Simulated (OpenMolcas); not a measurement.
Pt6+ among 6 point charges of -1.7 e arranged as a trigonal antiprism (D3d), 2.2 Å from the ion, with a polar angle of 49.3° against the regular 54.74°.
```
   0.0000    1.6669    1.4357  -1.70
  -1.4436   -0.8335    1.4357  -1.70
   1.4436   -0.8335    1.4357  -1.70
   0.0000   -1.6669   -1.4357  -1.70
   1.4436    0.8335   -1.4357  -1.70
  -1.4436    0.8335   -1.4357  -1.70
```

```json
{
  "Program": "OpenMolcas 26.06",
  "Method": "CASSCF",
  "Basis": "ANO-RCC-VTZP [8s7p5d3f1g]",
  "Scalar Hamiltonian": "DKH2, point nucleus",
  "Active space": "4 electrons in 5 orbitals (5d)",
  "State averaging": "2S+1 = 5 even, 5 roots; 2S+1 = 3 even, 45 roots; 2S+1 = 1 even, 50 roots",
  "Spin-orbit coupling": "state interaction with AMFI integrals over the reference wave functions"
}
```

Q: What is the spin-free ground state (labels of D3, the rotations of D3d)?

A: 5E, 2-fold in its orbital part, 100 % from free-ion D terms; it has the highest spin that d4 allows.

Q: Where is the first state of the same spin?

A: 5A1 at 1800 cm-1 above the ground state.

Q: What are the lowest two levels with spin-orbit coupling?

A: A 1-fold level A1, then a 2-fold level E 6281 cm-1 above it. Their leading multiplicities are 5 (62 %) and 5 (84 %).

Q: What is χT at 300 K?

A: 0.04 cm3 K/mol.

Spin-orbit coupling mixes the spin-free states strongly: the lowest level takes only 32 % from its leading state, 5E. Without dynamic correlation the repulsion within the d shell is too large (B by tens of per cent), so at a given field states of lower spin stand too high. Point charges give a weaker field than real ligands, and real ions of this kind are as a rule low spin; the high spin found here belongs to the model. This is an electrostatic model: the charges have no orbitals. No measured value stands beside these numbers.
